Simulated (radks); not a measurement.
All-electron atom: Gd42+ in [Ar] 3d4 (the NIST ground configuration).

All-electron calculation, scalar-relativistic Kohn-Sham, SCAN, spin-polarised, spherical densities, finite nucleus; open shells are filled with parallel spins first (spin-orbit coupling, left out, can overturn this in heavy ions); meta-GGA in the generalised Kohn-Sham scheme; Fermi nuclear charge, rms radius 5.1569 fm. Program: a radial shooting solver on a logarithmic mesh with Libxc functionals.

Energy parts (eV):
total: -268483.88
kinetic: 290770.64
electron-nucleus: -598654.31
Hartree: 43984.48
exchange-correlation: -4584.69

Orbitals (lengths in bohr, moments of r in powers of bohr; r(90%) holds 90 % of the orbital's charge):
orbital  occ.  eigenvalue (eV)  r(90%)
1s up       1        -52501.25  0.0396
1s down     1        -52500.62  0.0396
2s up       1        -10588.67   0.143
2s down     1        -10565.70   0.143
2p up       3        -9680.917   0.133
2p down     3        -9663.046   0.133
3s up       1        -3858.799   0.336
3s down     1        -3834.022   0.338
3p up       3        -3576.784   0.337
3p down     3        -3550.885   0.338
3d up       4        -3251.314   0.310

The highest occupied level is 3d up at -3251.3 eV. Summed over all electrons, <r^2> = 0.7400 bohr^2, which gives a Langevin (diamagnetic) susceptibility term of -0.586 x 10^-6 cm^3/mol. The electron density at the nucleus is 6.567e+05 e/bohr^3 (large components only). The density falls to 0.001 e/bohr^3 at r = 0.71 bohr. For comparison, the ionisation energy in NIST's Atomic Spectra Database is 3312 eV (theoretical). In exact Kohn-Sham theory the highest level is minus the ionisation energy, but local and semilocal functionals leave it too shallow, through self-interaction and a potential that decays too fast; potentials with the right tail come closer. The spin density at the nucleus is -33.5 e/bohr^3 (1s -8.7, 2s -132.3, 3s 107.5).

Empty levels of this run are not shown, since the potential may be unsettled where no density lies.
